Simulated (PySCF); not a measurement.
# Bond lengths and vibrations by method: BClGeH2N cation

All numbers below are calculated, not measured. They come from PySCF 2.14.0, an open-source quantum chemistry program, on an isolated molecule that a program drew, which may never have been made. The molecule is BClGeH2N cation (charge +1, singlet), drawn as the SMILES string `[BH+][N]=[GeH][Cl]`.

The geometry was optimised and harmonic frequencies were computed with HF and MP2, all in the cc-pV(D+d)Z basis, for the commonest isotopes, with a restricted reference for singlets and an unrestricted one otherwise, and a frozen core in MP2. Germanium has the cc-pVDZ-PP basis, with a core potential (ECP10MDF) in place of its 10 inner electrons, and its 3s, 3p and 3d shells are frozen in MP2. Each result is a local minimum of its method.

Geometry at the HF minimum:
```xyz
6
BClGeH2N cation, angstrom
B    -0.4814   -2.3886   -0.8550
N    -0.3845   -1.1600   -1.1442
Ge   -0.3377    0.5063   -1.4914
Cl   -1.9426    1.6857   -0.9552
H    -0.5623   -3.5247   -0.5919
H     0.8217    1.1704   -2.1748
```

Lengths of the bonds as drawn, in Å (atoms numbered as above):
| bond | HF | MP2 |
|---|---|---|
| B1-N2 | 1.266 | 1.287 |
| N2-Ge3 | 1.703 | 1.733 |
| Ge3-Cl4 | 2.063 | 2.068 |
| B1-H5 | 1.169 | 1.178 |
| Ge3-H6 | 1.501 | 1.512 |

Rotational constants, in GHz:
| constant | HF | MP2 |
|---|---|---|
| A | 10.16 | 9.998 |
| B | 2.27 | 2.22 |
| C | 1.856 | 1.817 |

Harmonic frequencies in cm^-1, each column in rising order, so a row needn't be the same motion in every method:
```
rank,HF,MP2
1,88,75
2,146,123
3,250,?
4,514,498
5,545,507
6,725,674
7,785,727
8,828,743
9,833,750
10,1882,1790
11,2388,2304
12,3015,2926
```

**Estimate the missing MP2 frequency from the HF column.**

A single factor s that minimises the squared misfit of MP2 against s times HF over the other rows is sum(HF x MP2) / sum(HF^2) = 0.9581, with an rms misfit of 28 cm^-1. For rank 3 it gives 0.9581 x 250 = 240 cm^-1. The calculation gives 227 cm^-1, 13 cm^-1 below the estimate. The drawn bonds are on average 1.0 % longer in MP2 than in HF.
